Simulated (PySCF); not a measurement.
Isomers of C6H6FPS, one GFN2-xTB conformer each. Single-point energies are computed at PBE0/pcSseg-1 (PySCF, gas phase, no added dispersion term), electronic only.

```tsv
SMILES	GFN2-xTB relative energy (kJ/mol)
C/C(F)=P\c1cccs1	3.0
C/C(F)=P/c1ccsc1	0.0
```

Conformers: `[CH3:1]/[C:2]([F:3])=[P:4]\[c:5]1[cH:6][cH:7][cH:8][s:9]1` with C2–P4–C5–C6 -156°; `[CH3:1]/[C:2]([F:3])=[P:4]/[c:5]1[cH:6][cH:7][s:8][cH:9]1` with C2–P4–C5–C6 -143°.

**Question.** What does PBE0/pcSseg-1 give for the same structures?

**Answer.** 
| SMILES | PBE0/pcSseg-1 E (Eh) | PBE0/pcSseg-1 (kJ/mol) | GFN2-xTB (kJ/mol) | point group |
| --- | --- | --- | --- | --- |
| C/C(F)=P/c1ccsc1 | -1070.88445 | 0.0 | 0.0 | C1 |
| C/C(F)=P\c1cccs1 | -1070.88252 | 5.1 | 3.0 | C1 |

Both levels put the same isomer lowest. Neighbours under 10 kJ/mol apart (C/C(F)=P/c1ccsc1 and C/C(F)=P\c1cccs1) can change places with a better method, another conformer or zero-point energy.

**Question.** Which frontier levels, dipoles and rotational constants go with these structures?

**Answer.** 
```
          SMILES  HOMO (eV, PBE0/pcSseg-1)  LUMO (eV)  dipole (D)       A, B, C (MHz)
C/C(F)=P/c1ccsc1                     -6.50      -1.51        0.83  2979, 676.7, 576.3
C/C(F)=P\c1cccs1                     -6.39      -1.74        2.79  2814, 750.9, 613.0
```

**Question.** As an exercise, what shares would exp(−E/RT) give at 1000 K from these electronic energies alone (no entropy, no degeneracies)?

**Answer.** RT = 8.314 kJ/mol: C/C(F)=P/c1ccsc1 64.8 %, C/C(F)=P\c1cccs1 35.2 %.
